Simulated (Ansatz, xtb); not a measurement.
**Ranking isomers of C3H8Ge2**

4 gas-phase structures of C3H8Ge2, from a drawn sample of its isomers (lower ones may exist). Each was relaxed with GFN2-xTB:

A. `C1=[CH][GeH2][GeH2][CH2]1`, a singlet
B. `CC#[C][GeH2][GeH3]`, a singlet
C. `C=[C]1[CH2][GeH2][GeH2]1`, a singlet
D. `C#C[CH]([GeH3])[GeH3]`, a singlet

**Question.** Estimate their order in r2SCAN-D4/def2-SVP energy at these geometries, lowest first.

**Answer.** Calculated order at r2SCAN-D4/def2-SVP: A (0.0), C (18.6), B (28.3), D (47.3) kcal/mol.

Energies above the lowest of each column, in kcal/mol; the last columns are at PBE-D3(BJ)/def2-SVP geometries and were run for some of them only (a dash: not run or not comparable):

| structure | GFN2-xTB | HF/STO-3G | r2SCAN-D4/def2-SVP | PBE-D3(BJ)/def2-SVP | CCSD(T)/def2-SVP + ΔMP2/def2-TZVPP |
| --- | --- | --- | --- | --- | --- |
| A | 0.0 | 0.0 | 0.0 | 0.0 | 0.0 |
| C | 14.6 | 29.0 | 18.6 | 17.4 | 18.4 |
| B | 14.2 | 26.9 | 28.3 | 28.2 | 24.6 |
| D | 35.3 | 55.0 | 47.3 | – | – |

Every level run on A puts it lowest or level with the lowest. Flexible structures stand in one conformer each, not always the lowest. B keeps a small imaginary mode. Frequencies (GFN2-xTB) were run for A, B, C alone. ΔMP2 is the change of the MP2 energy from the smaller to the larger basis.

Over these structures GFN2-xTB departs from r2SCAN-D4/def2-SVP by 5.5 kcal/mol on average once a common shift is removed. A GFN2-xTB relaxation took about 0.073 s and the r2SCAN-D4/def2-SVP energy about 2.1 s on a shared host (Ansatz 0.2.0, xtb 6.7.1).
